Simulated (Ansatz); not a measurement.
CH5AlO2Si can be A, `O=[C]([AlH2])O[SiH3]`, or B, `O=[CH][Al]([OH])[SiH3]`.

Computed with Ansatz on PBE0-D4/def2-TZVP structures; ΔE is electronic, products minus reactants. CBS: MP2 limit from def2 TZ/QZ plus the TZ coupled-cluster correction, frozen cores. Functionals use def2-TZVPP. Each species was taken in one conformer, which may not be the lowest.

Problem. Which is lower in electronic energy at CCSD(T)/CBS, and by how much? (Best estimate.)

Solution. Computed: B, by 6.2 kcal/mol.

Problem. Give E(B) − E(A) in kcal/mol with MP2/def2-TZVPP, CCSD(T)/def2-TZVPP, CCSD/def2-TZVPP, PBE-D4, ωB97M-V, PBE0-D4, B2PLYP. (Best estimate.)

Solution. The calculation gave: MP2/def2-TZVPP -4.0, CCSD(T)/def2-TZVPP -5.5, CCSD/def2-TZVPP -5.8, PBE-D4 -7.1, ωB97M-V -3.1, PBE0-D4 -6.5, B2PLYP -4.5. None reverses the order clearly.

Largest T1 diagnostic: 0.016.

In def2-TZVPP, CCSD(T) changes the Hartree–Fock value by −4.5 kcal/mol (the triples alone add +0.3 kcal/mol) and MP2 by −3.0 kcal/mol. The D4 term adds +0.8 kcal/mol with B3LYP and +0.3 kcal/mol with PBE0; it sums over pairs of atoms, weighted by their polarisabilities, and B3LYP, whose exchange is more repulsive, gets the larger term.

B3LYP here is the variant with VWN-RPA as its local correlation; programs differ in this.
